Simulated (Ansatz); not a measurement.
C$_{7}$H$_{6}$MoO$_{5}$S (`C[S+](C)[Mo-6]([C]#[O+])([C]#[O+])([C]#[O+])([C]#[O+])[C]#[O+]`), one more setting.

```yaml
crystal:
  periodic: [false, false, false]
  atoms:
    - {symbol: C, position_ang: [-1.400862, -0.269848, 2.025735]}
    - {symbol: S, position_ang: [-0.110783, -1.050165, 1.047855]}
    - {symbol: C, position_ang: [1.318171, -0.562902, 2.022585]}
    - {symbol: Mo, position_ang: [0.010579, 0.117195, -1.223252]}
    - {symbol: C, position_ang: [0.099036, 0.996431, -2.994383]}
    - {symbol: O, position_ang: [0.150691, 1.512505, -4.015121]}
    - {symbol: C, position_ang: [-2.016545, 0.319726, -1.273790]}
    - {symbol: O, position_ang: [-3.148550, 0.448553, -1.331171]}
    - {symbol: C, position_ang: [0.175004, 1.928340, -0.314468]}
    - {symbol: O, position_ang: [0.268869, 2.949180, 0.188486]}
    - {symbol: C, position_ang: [-0.151864, -1.699680, -2.148646]}
    - {symbol: O, position_ang: [-0.240009, -2.696640, -2.691932]}
    - {symbol: C, position_ang: [2.040722, -0.053431, -1.256755]}
    - {symbol: O, position_ang: [3.177699, -0.133176, -1.304649]}
    - {symbol: H, position_ang: [-1.407393, -0.699424, 3.028320]}
    - {symbol: H, position_ang: [-2.351163, -0.481782, 1.537536]}
    - {symbol: H, position_ang: [-1.251527, 0.809040, 2.074635]}
    - {symbol: H, position_ang: [2.200040, -0.974483, 1.533465]}
    - {symbol: H, position_ang: [1.403658, 0.522991, 2.069601]}
    - {symbol: H, position_ang: [1.234237, -0.982419, 3.025940]}
basis:
  gaussian: {orbitals: def2-SVP, fitting: {mean_field: cc-pVTZ-jkfit}}
hamiltonian: {xc: {name: SVWN5}, pseudopotentials: {relativity: none}}
output: {forces: true}
```

```sh
$ ansatz run in.yaml --threads 11 --pin off --events-out ev --progress --plain --max-ram 120832MiB --backend cpu
```

It prints (some lines left out):

```
Functional definition: SVWN5
Error: <dir> the basis set cc-pVTZ-JKFIT has no functions for Mo
```
